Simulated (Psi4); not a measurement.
C$_{4}$H$_{10}$O$_{2}$, charge -1, doublet, at the geometry of the source list (a state made from the parent by changing its charge; the spin is typed, not shown lowest) (a gas-phase anion, which may not be bound at this level); WB97X/6-31G** (Psi4).

Here is a job for Psi4.
```
memory 2 GB

molecule {
-1 2
  C     2.54090000    0.44440000   -0.00820000
  O     1.37100000   -0.18980000    0.43580000
  C     0.22760000    0.17020000   -0.31120000
  C    -0.97310000   -0.56690000    0.29040000
  C    -2.25710000   -0.24300000   -0.46130000
  O    -1.14140000   -0.19520000    1.63950000
  H     2.45520000    1.53540000    0.06930000
  H     3.34660000    0.09480000    0.63380000
  H     2.76200000    0.18360000   -1.05040000
  H     0.06420000    1.25710000   -0.25040000
  H     0.35690000   -0.10640000   -1.36760000
  H    -0.76740000   -1.64900000    0.23140000
  H    -2.45540000    0.82340000   -0.40320000
  H    -2.17160000   -0.53950000   -1.50240000
  H    -3.08510000   -0.77370000   -0.00230000
  H    -0.27340000   -0.24560000    2.05670000
}

set basis 6-31g**
set reference uks

energy('wb97x')
print_variables()
```

**Question.** Predict the main parts of the log of this Psi4 run.

**Answer.** 
```
   => Loading Basis Set <=

    Name: 6-31G**
    Role: ORBITAL
    Keyword: BASIS

         ---------------------------------------------------------
                                   SCF
               by Justin Turney, Rob Parrish, Andy Simmonett
                          and Daniel G. A. Smith
                              UKS Reference
         ---------------------------------------------------------

  ==> Geometry <==

    Molecular point group: c1
    Full point group: C1

    Geometry (in Angstrom), charge = -1, multiplicity = 2:

       Center              X                  Y                   Z               Mass
    ------------   -----------------  -----------------  -----------------  -----------------
         C            2.559043522143     0.532300206887    -0.293685634607    12.000000000000
         O            1.389143522143    -0.101899793113     0.150314365393    15.994914619570
         C            0.245743522143     0.258100206887    -0.596685634607    12.000000000000
         C           -0.954956477857    -0.478999793113     0.004914365393    12.000000000000
         C           -2.238956477857    -0.155099793113    -0.746785634607    12.000000000000
         O           -1.123256477857    -0.107299793113     1.354014365393    15.994914619570
         H            2.473343522143     1.623300206887    -0.216185634607     1.007825032230
         H            3.364743522143     0.182700206887     0.348314365393     1.007825032230
         H            2.780143522143     0.271500206887    -1.335885634607     1.007825032230
         H            0.082343522143     1.345000206887    -0.535885634607     1.007825032230
         H            0.375043522143    -0.018499793113    -1.653085634607     1.007825032230
         H           -0.749256477857    -1.561099793113    -0.054085634607     1.007825032230
         H           -2.437256477857     0.911300206887    -0.688685634607     1.007825032230
         H           -2.153456477857    -0.451599793113    -1.787885634607     1.007825032230
         H           -3.066956477857    -0.685799793113    -0.287785634607     1.007825032230
         H           -0.255256477857    -0.157699793113     1.771214365393     1.007825032230

  Running in c1 symmetry.

  Rotational constants: A =      0.26179  B =      0.06387  C =      0.05495 [cm^-1]
  Rotational constants: A =   7848.19277  B =   1914.85124  C =   1647.25162 [MHz]
  Nuclear repulsion =  261.337094592848359

  Charge       = -1
  Multiplicity = 2
  Electrons    = 51
  Nalpha       = 26
  Nbeta        = 25

  ==> Algorithm <==

  SCF Algorithm Type is DF.
  DIIS enabled.
  MOM disabled.
  Fractional occupation disabled.
  Guess Type is SAD.
  Energy threshold   = 1.00e-06
  Density threshold  = 1.00e-06
  Integral threshold = 1.00e-12

  ==> Primary Basis <==

  Basis Set: 6-31G**
    Blend: 6-31G**
    Number of shells: 66
    Number of basis functions: 140
    Number of Cartesian functions: 140
    Spherical Harmonics?: false
    Max angular momentum: 2

  ==> DFT Potential <==

   => LibXC <=

    Version 7.1.2
    S. Lehtola, C. Steigemann, M. J. T. Oliveira, and M. A. L. Marques,  SoftwareX 7, 1–5 (2018) (10.1016/j.softx.2017.11.002)

   => Composite Functional: WB97X <=

    wB97X Hyb-GGA Exchange-Correlation Functional

    J.-D. Chai and M. Head-Gordon,  J. Chem. Phys. 128, 084106 (2008) (10.1063/1.2834918)

    Deriv               =              1
    GGA                 =           TRUE
    Meta                =          FALSE

    Exchange Hybrid     =           TRUE
    MP2 Hybrid          =          FALSE

   => Exchange-Correlation Functionals <=

    1.0000   wB97X range-separated functional

   => Exact (HF) Exchange <=

    0.8423            HF,LR [omega = 0.3000]
    0.1577               HF

   => LibXC Density Thresholds  <==

    XC_HYB_GGA_XC_WB97X:  1.00E-14

   => Molecular Quadrature <=

    Radial Scheme          =       TREUTLER
    Pruning Scheme         =           NONE
[...]
   @DF-UKS iter   1:  -308.27998156926679   -4.17550e-01   5.88846e-03 ADIIS/DIIS
   @DF-UKS iter   2:  -308.38270540028208   -1.02724e-01   5.66000e-03 ADIIS/DIIS
   @DF-UKS iter   3:  -308.62028850570397   -2.37583e-01   7.14176e-04 ADIIS/DIIS
   @DF-UKS iter   4:  -308.62540776346668   -5.11926e-03   3.06629e-04 ADIIS/DIIS
   @DF-UKS iter   5:  -308.62760636224436   -2.19860e-03   1.14576e-04 ADIIS/DIIS
   @DF-UKS iter   6:  -308.62863927747321   -1.03292e-03   8.83817e-05 DIIS
   @DF-UKS iter   7:  -308.62954817969137   -9.08902e-04   6.37105e-05 DIIS
   @DF-UKS iter   8:  -308.63069054075197   -1.14236e-03   4.06650e-05 DIIS
   @DF-UKS iter   9:  -308.63124734690280   -5.56806e-04   2.76868e-05 DIIS
   @DF-UKS iter  10:  -308.63148536801270   -2.38021e-04   1.71110e-05 DIIS
   @DF-UKS iter  11:  -308.63159122787874   -1.05860e-04   9.19598e-06 DIIS
   @DF-UKS iter  12:  -308.63160438618911   -1.31583e-05   5.08759e-06 DIIS
   @DF-UKS iter  13:  -308.63160981714202   -5.43095e-06   3.19442e-06 DIIS
   @DF-UKS iter  14:  -308.63161189781607   -2.08067e-06   1.83460e-06 DIIS
   @DF-UKS iter  15:  -308.63161233695018   -4.39134e-07   1.24026e-06 DIIS
   @DF-UKS iter  16:  -308.63161252541181   -1.88462e-07   9.80430e-07 DIIS
  Energy and wave function converged.

  ==> Post-Iterations <==

   Electrons on quadrature grid:
      Nalpha   =   26.0000170258 ; deviation = 1.703e-05
      Nbeta    =   25.0000030906 ; deviation = 3.091e-06
      Ntotal   =   51.0000201164 ; deviation = 2.012e-05

   @Spin Contamination Metric:   1.895896254E-03
   @S^2 Expected:                7.500000000E-01
   @S^2 Observed:                7.518958963E-01
   @S   Expected:                5.000000000E-01
   @S   Observed:                5.000000000E-01

    Orbital Energies [Eh]
    ---------------------

    Alpha Occupied:

[...]
    Alpha Virtual:

[...]
    Beta Occupied:

[...]
      25A     -0.149941

    Beta Virtual:

[...]
     140A      4.975597

    Final Occupation by Irrep:
              A
    DOCC [    25 ]
    SOCC [     1 ]
    NA   [    26 ]
    NB   [    25 ]

  @DF-UKS Final Energy:  -308.63161252541181

   => Energetics <=

    Nuclear Repulsion Energy =            261.3370945928483593
    One-Electron Energy =                -946.9553465752690045
    Two-Electron Energy =                 406.6346274985516516
    DFT Exchange-Correlation Energy =     -29.6479880415428703
    Empirical Dispersion Energy =           0.0000000000000000
    VV10 Nonlocal Energy =                  0.0000000000000000
    Total Energy =                       -308.6316125254118106

  UHF NO Occupations:
  HONO-2 :   24  A 1.9998059
  HONO-1 :   25  A 1.9993911
  HONO-0 :   26  A 1.0000000
  LUNO+0 :   27  A 0.0006089
  LUNO+1 :   28  A 0.0001941
  LUNO+2 :   29  A 0.0000479
  LUNO+3 :   30  A 0.0000291

Computation Completed

Properties will be evaluated at   0.000000,   0.000000,   0.000000 [a0]

Properties computed using the SCF density matrix

 Multipole Moments:

 ------------------------------------------------------------------------------------
     Multipole            Electronic (a.u.)      Nuclear  (a.u.)        Total (a.u.)
 ------------------------------------------------------------------------------------

 L = 1.  Multiply by 2.5417464519 to convert [e a0] to [Debye]
 Dipole X            :         -1.4106873            0.3888605           -1.0218268
 Dipole Y            :         -1.8073692            1.3668585           -0.4405108
 Dipole Z            :          4.3028538           -4.1550953            0.1477585
 Magnitude           :                                                    1.1225028

 ------------------------------------------------------------------------------------

  Variable Map:
  ----------------------------------------------------------------------------
[...]
  Array Variable Map:
  ----------------------------------------------------------------------------
[...]
[...]
```
